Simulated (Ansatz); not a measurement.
Ansatz (an electronic-structure program) input (r2SCAN0/def2-TZVPD):

Ansatz 0.2 input:
```yaml
crystal:
  periodic: [false, false, false]
  atoms:
    - {symbol: Ga, position_ang: [-0.00000000, -0.00000000, -0.05281953]}
    - {symbol: H, position_ang: [0.00000000, 0.00000000, 1.63740538]}
basis:
  gaussian:
    orbitals: def2-TZVPD
hamiltonian:
  xc: {name: r2SCAN0}
total_charge: 1
magnetization: {spin_polarized: true, initial_magnetization: 1}
output: {forces: true}
```

Output:

```
Functional definition: r2SCAN0
integrals: 0.01 GiB planned
475 factors; their error is unknown
mean field: 0.21 GiB planned
mean field evaluation 1: about -52382.7436 eV, gradient 8.5e0 eV
mean field evaluation 2: about -52383.2910 eV, gradient 5.6e0 eV
mean field evaluation 4: about -52383.5523 eV, gradient 8.2e-1 eV
mean field evaluation 8: about -52383.7275 eV, gradient 1.2e-2 eV
mean field -52383.72747356 eV, -1925.0664776875 hartree, gradient 3.4e-5 eV, S^2 0.773594; 0 other end points of the search recorded, 0 dependent functions left out
the calculation of the forces begins
reference -52383.72748175 eV, -1925.0664779884 hartree; 16, 15 occupied and 47, 48 virtual orbitals, 475 factors
Total energy: -52383.72748175 eV, -1925.0664779884 hartree
Atom 0 at    -0.000000    -0.000000    -0.052820 Å, force    -0.000000     0.000000     0.234891 eV/Å
Atom 1 at     0.000000     0.000000     1.637405 Å, force     0.000000     0.000000    -0.234891 eV/Å
Dipole moment:    -0.000000    -0.000000     0.047881 e Å
```
